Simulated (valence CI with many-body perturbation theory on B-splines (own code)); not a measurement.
**Nb¹⁹⁺ in brief**

Calculated by configuration interaction combined with many-body perturbation theory (CI+MBPT): four valence electrons over a frozen Dirac-Fock core [Ar], radial functions for each j: 7 s, 7 p, 8 d, 6 f, 4 g, 1 h, with the one-electron correlation potential Σ1, the two-electron term Σ2, the three-electron term Σ3, Breit, model QED; selected CI, second order for the rest, scaled by the run's own slope (own B-spline code, finite nucleus).

No measured spectrum was set against this ion. As an estimate, terms of the open shell hold to 2 to 4 % of their energy, and close levels can change places. Only levels of the ground parity were solved; by the run's estimate the other parity begins above the list, which can be wrong where configurations are misplaced.

Names give the largest LS component (configuration and term), which can be under half, so a name can repeat, a term be missing and a line seem to break the LS rules; names also repeat where a configuration has a term twice.

Rates and lifetimes use the calculated energies. Strong lines usually hold to 10 to 20 %, long lifetimes can be off by a factor of two.

Q: What is the ground level?

A: 3d4 5D_0, composition 81 % 3d4 5D + 18 % 3d4 3P.

Q: What is the ionisation energy?

A: 816.13 eV; NIST lists 816 ± 4 eV (theoretical).

Q: How well does LS coupling describe the low levels?

A: Among the lowest 20 levels the leading LS term, summed over configurations, holds 74 % on average. For single configurations the figures are 74 % in LS and 63 % in jj coupling. Terms mix most in the J = 4 level at 101650 cm⁻¹, where the leading one holds 40 %.

Q: How is the term 5D of the ground level split?

A: J = 0 at 0, J = 1 at 8125, J = 2 at 17124, J = 3 at 25594, J = 4 at 33088 cm⁻¹.
